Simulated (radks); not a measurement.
The nitrogen anion N-, [He] 2s2 2p4, held by a Watson sphere: a shell of charge +1 at radius R that stands for the Madelung well of a crystal (potential energy -1/R inside, -1/r outside, in hartree with lengths in bohr). All-electron calculation, scalar-relativistic Kohn-Sham, LDA (Slater exchange, Perdew-Wang correlation), spin-polarised, spherical densities, point nucleus; open shells are filled with parallel spins first. Program: a radial shooting solver on a logarithmic mesh with Libxc functionals. Response by self-consistent Sternheimer equations with the Hartree and adiabatic LDA kernel, the relativistic mass of each level held fixed and spin-orbit coupling left out. The sphere does not respond.

[
 {"R (bohr)": "2.13", "e(2s down) (eV)": "-16.209", "e(2p up) (eV)": "-7.613", "e(2p down) (eV)": "-5.397", "<r> 2p (bohr)": "1.732", "sum of <r^2> (bohr^2)": "18.59", "X-ray form factor at sin(theta)/lambda = 0.1 1/angstrom": "6.831", "alpha (bohr^3)": "14.69"},
 {"R (bohr)": "2.37", "e(2s down) (eV)": "-15.681", "e(2p up) (eV)": "-7.155", "e(2p down) (eV)": "-4.978", "<r> 2p (bohr)": "1.783", "sum of <r^2> (bohr^2)": "19.36", "X-ray form factor at sin(theta)/lambda = 0.1 1/angstrom": "6.795", "alpha (bohr^3)": "16.83"},
 {"R (bohr)": "2.43", "e(2s down) (eV)": "-15.556", "e(2p up) (eV)": "-7.045", "e(2p down) (eV)": "-4.877", "<r> 2p (bohr)": "1.795", "sum of <r^2> (bohr^2)": "19.54", "X-ray form factor at sin(theta)/lambda = 0.1 1/angstrom": "6.787", "alpha (bohr^3)": "17.40"},
 {"R (bohr)": "2.7", "e(2s down) (eV)": "-15.031", "e(2p up) (eV)": "-6.575", "e(2p down) (eV)": "-4.437", "<r> 2p (bohr)": "1.850", "sum of <r^2> (bohr^2)": "20.34", "X-ray form factor at sin(theta)/lambda = 0.1 1/angstrom": "6.753", "alpha (bohr^3)": "20.19"},
 {"R (bohr)": "2.72", "e(2s down) (eV)": "-14.994", "e(2p up) (eV)": "-6.541", "e(2p down) (eV)": "-4.406", "<r> 2p (bohr)": "1.854", "sum of <r^2> (bohr^2)": "20.39", "X-ray form factor at sin(theta)/lambda = 0.1 1/angstrom": "6.751", "alpha (bohr^3)": "20.41"},
 {"R (bohr)": "2.82", "e(2s down) (eV)": "-14.815", "e(2p up) (eV)": "-6.378", "e(2p down) (eV)": "-4.252", "<r> 2p (bohr)": "1.875", "sum of <r^2> (bohr^2)": "20.67", "X-ray form factor at sin(theta)/lambda = 0.1 1/angstrom": "6.740", "alpha (bohr^3)": "21.55"},
 {"R (bohr)": "2.88", "e(2s down) (eV)": "-14.711", "e(2p up) (eV)": "-6.283", "e(2p down) (eV)": "-4.162", "<r> 2p (bohr)": "1.887", "sum of <r^2> (bohr^2)": "20.84", "X-ray form factor at sin(theta)/lambda = 0.1 1/angstrom": "6.733", "alpha (bohr^3)": "22.26"},
 {"R (bohr)": "3.49", "e(2s down) (eV)": "-13.790", "e(2p up) (eV)": "-5.427", "e(2p down) (eV)": "-3.339", "<r> 2p (bohr)": "2.007", "sum of <r^2> (bohr^2)": "22.38", "X-ray form factor at sin(theta)/lambda = 0.1 1/angstrom": "6.678", "alpha (bohr^3)": "30.75"}
]
